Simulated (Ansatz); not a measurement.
Consider the hydrogenolysis of the Si–F bond: `O[Si](O)(F)C[SiH2]Cl` + H₂ → `O[SiH](O)C[SiH2]Cl` + H–F.

Computed with Ansatz on PBE0-D4/def2-TZVP structures; ΔE is electronic, products minus reactants. CCSD(T)/CBS adds triple-zeta CCSD(T) − MP2 to the extrapolated MP2 energy (def2 sets, frozen cores). This one scheme is used for every species. Functionals use def2-TZVPP. Each species was taken in one conformer, which may not be the lowest.

`O[Si](O)(F)C[SiH2]Cl`:

Cartesian coordinates in Å:
```
O -0.741 2.424 -0.693
Si -0.282 1.147 0.196
O -1.436 0.865 1.308
F 1.090 1.470 0.948
C 0.050 -0.282 -0.928
Si 0.907 -1.738 -0.155
Cl -0.032 -2.230 1.629
H -1.184 3.149 -0.249
H -1.302 0.118 1.898
H 0.684 0.066 -1.753
H -0.899 -0.609 -1.364
H 2.317 -1.432 0.172
H 0.828 -2.946 -1.008
```

H₂:

Z-matrix (Å, degrees):
```
H
H 1 0.746
```

`O[SiH](O)C[SiH2]Cl`:

```xyz
13

O     0.208   -1.862    0.689
Si    1.126   -0.509    0.513
O     1.962   -0.470   -0.895
C    -0.107    0.882    0.633
Si   -1.583    0.738   -0.482
Cl   -0.952    0.364   -2.427
H     0.650   -2.711    0.654
H     2.172   -0.437    1.559
H     1.437   -0.370   -1.695
H    -0.488    0.925    1.661
H     0.404    1.829    0.433
H    -2.472   -0.379   -0.094
H    -2.357    2.001   -0.550
```

H–F:

Z-matrix (Å, degrees):
```
F
H 1 0.920
```

| level | ΔE (eV) |
| --- | --- |
| r2SCAN-D4 | 1.57 |
| PBE0-D4 | 1.42 |
| r2SCAN | 1.57 |
| MP2/def2-TZVPP | 1.48 |
| CCSD/def2-TZVPP | 1.46 |
| HF/def2-QZVPP | 1.53 |
| SCS-MP2/def2-QZVPP | 1.49 |
| CCSD/CBS(def2) | 1.46 |

(1) What does CCSD(T)/CBS give? (Best estimate.)

Largest T1 diagnostic among the species: 0.011.

Answers

(1) The calculation gave: +1.47 eV. The listed levels differ from it by 0.10, -0.05, 0.10, 0.01, -0.01, 0.06, 0.02, -0.01 eV.

In def2-TZVPP, CCSD(T) changes the Hartree–Fock value by −0.06 eV (the triples alone add +0.00 eV) and MP2 by −0.03 eV.
